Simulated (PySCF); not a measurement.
# Spinor energies of Ho³⁺ (holmium, charge +3)

Start: [Xe] 4f10; 4f5/2 filled at m_j = +1/2, +3/2, +5/2; 4f7/2 filled at m_j = -5/2, -3/2, -1/2, +1/2, +3/2, +5/2, +7/2. Calculated with PySCF 2.14 in x2c-SVPall-2c with one added diffuse shell each of s, p, d, f type (8s11p10d4f1g, 128 functions): generalised Hartree-Fock with the X2C-1e Hamiltonian and a Gaussian nucleus; spin-orbit coupling (SO) screened by Boettger's factors. This is a chosen level, not necessarily the ground level.

```
spinor shell  electrons  ε, screened SO (eV)  weight of nominal j (screened SO)  rms radius, screened SO (bohr)
       1s1/2          2             -55917.4                              1.000                          0.0236
       2s1/2          2              -9506.0                              1.000                          0.0953
       2p1/2          2              -9032.0                              1.000                          0.0814
       2p3/2          4              -8169.5                              1.000                          0.0881
       3s1/2          2              -2203.0                              1.000                           0.245
       3p1/2          2              -1995.5                              1.000                           0.236
       3p3/2          4              -1810.9                              1.000                           0.250
       3d3/2          4              -1459.2                              0.999                           0.223
       3d5/2          6              -1418.1                              0.999                           0.226
       4s1/2          2              -487.73                              1.000                           0.551
       4p1/2          2              -404.73                              0.994                           0.566
       4p3/2          4              -360.94                              0.997                           0.596
       4d3/2          4              -225.00                              0.897                           0.637
       4d5/2          6              -211.21                              0.931                           0.647
       5s1/2          2              -91.426                              1.000                            1.36
       5p1/2          2              -65.485                              0.984                            1.50
       5p3/2          4              -59.110                              0.992                            1.60
       4f5/2          3              -46.915                              0.615                           0.864
       4f7/2          7              -48.258                              0.482                           0.855
```

```tsv
quantity	screened SO
E (hartree)	-12615.28784
M_J	8
⟨J²⟩	72.005
⟨L²⟩	42.858
⟨S²⟩	5.868
```

Each row is a mean over spinors that exchange with the open shell spreads, by up to 15.734 eV (4d5/2).

Rows whose weight is well below 1 are mixtures of j = l ± 1/2: exchange outweighs spin-orbit coupling there, and the label is only the starting occupation.

Breit and QED terms are absent; they matter most for the inner s and p1/2 levels.

Densities and radii are taken from the X2C orbitals without a picture-change correction, which distorts them close to the nucleus.
